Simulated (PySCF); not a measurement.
## How the method changes the constants of AsPb

State: ²Π (doublet), unpaired electrons π ↑. Set-up: PySCF, scalar-relativistic core potentials, basis sets As cc-pVDZ-PP with ECP10, Pb cc-pVDZ-PP with ECP60. De refers to As + Pb in their high-spin ground configurations, without counterpoise correction. The functionals are run spin-unrestricted. A positive dipole means As(−)Pb(+). Levels whose curve was spin-contaminated or gave no clean fit are not listed.

```
 Level  Re (Å)  ωe (cm⁻¹)  De (eV)  μ (D)
   PBE   2.558        237     2.68   2.16
  BLYP   2.588        228     2.74   2.01
r²SCAN   2.534        239     2.33   2.38
 B3LYP   2.547        242     2.47   2.24
  PBE0   2.522        244     2.28   2.42
  MN15   2.521        237     2.19   1.92
```

Problem. What does a quarter of exact exchange do here, going from PBE to PBE0?

Solution. PBE0 less PBE: -3.6 pm in Re, +3.0 % in ωe, -0.40 eV in De. Exact exchange removes part of the self-interaction that spreads semilocal densities, and in most molecules shortens and stiffens the bond and lowers De; so it does here.

Problem. What does the three-parameter hybrid form, with a fifth of exact exchange, do here, going from BLYP to B3LYP?

Solution. B3LYP less BLYP: -4.1 pm in Re, +6.1 % in ωe, -0.27 eV in De. Exact exchange removes part of the self-interaction that spreads semilocal densities, and in most molecules shortens and stiffens the bond and lowers De; so it does here.

Spin–orbit coupling is left out, which matters for elements this heavy, above all for dissociation energies. The state is the lowest determinant that a PBE0 search found; another state may lie lower at other levels.
